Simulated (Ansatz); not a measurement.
Ansatz (a first-principles code) input (RI-MP2/def2-QZVPPD):
A basis named .json is the Basis Set Exchange file of that set.

Ansatz 0.2 input:
```yaml
crystal:
  periodic: [false, false, false]
  atoms:
    - {symbol: Be, position_ang: [-0.00000000, -0.00000000, -1.47034744]}
    - {symbol: Cl, position_ang: [0.00000000, 0.00000000, 0.34596410]}
basis:
  gaussian:
    orbitals: def2-QZVPPD.json
    fitting: {mean_field: def2-universal-jkfit, correlation: def2-QZVPPD-RIFIT.json}
magnetization: {spin_polarized: true, initial_magnetization: 1}
correlation: {method: mp2, electrons: outside_noble_gas}
```

End of the output:

```
integrals: 0.03 GiB planned
179 factors; integrals over basis functions are off by at most 5.7e0 eV
284 factors; integrals over basis functions are off by at most 3.4e0 eV
mean field: 0.16 GiB planned
mean field evaluation 1: about -12902.2833 eV, gradient 9.4e0 eV
mean field evaluation 2: about -12903.2787 eV, gradient 4.7e0 eV
mean field evaluation 4: about -12903.5356 eV, gradient 6.6e-1 eV
mean field evaluation 8: about -12903.5457 eV, gradient 2.1e-6 eV
mean field -12903.54570281 eV, -474.1965582408 hartree, gradient 2.1e-6 eV, S^2 0.751539; 0 other end points of the search recorded, 0 dependent functions left out
6 core orbitals not correlated
reference -12903.54570281 eV, -474.1965582408 hartree; 5, 4 occupied and 104, 105 virtual orbitals, 284 factors
second order -6.28924036 eV of doubles, -0.00000000 eV of singles
Total energy: -12909.83494317 eV, -474.4276835610 hartree
```
